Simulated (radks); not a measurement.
The numbers below are computed, except where a source is named.
All-electron atom: Bi+ in [Hg] 6p2 (the NIST ground configuration). Level of theory: scalar-relativistic Kohn-Sham, PBE, spin-unpolarised, spherical densities, finite nucleus; Fermi nuclear charge, rms radius 5.5211 fm (a radial shooting solver on a logarithmic mesh with Libxc functionals).

Radial electron density D(r) = 4 pi r^2 rho(r):

r (bohr),D(r) (e/bohr)
0.001109,15.20
0.001515,23.34
0.002053,34.60
0.002782,49.64
0.00377,68.20
0.00511,88.39
0.006981,106.5
0.009461,115.9
0.01282,113.7
0.01738,105.0
0.02355,105.6
0.03192,127.8
0.04361,155.2
0.0591,150.0
0.08009,125.4
0.1085,135.4
0.1471,145.9
0.201,100.6
0.2724,87.83
0.3691,98.89
0.5003,60.47
0.678,31.28
0.9263,24.22
1.255,14.05
1.701,6.204
2.306,2.782
3.125,1.085
4.269,0.2610
5.786,0.03300
7.841,0.001514

D(r) has 4 maxima, at r = 0.0103, 0.0488, 0.136, 0.346 bohr, and minima at 0.0202, 0.0868, 0.245 bohr, inside which lie 1.87, 10.96, 30.03 electrons.
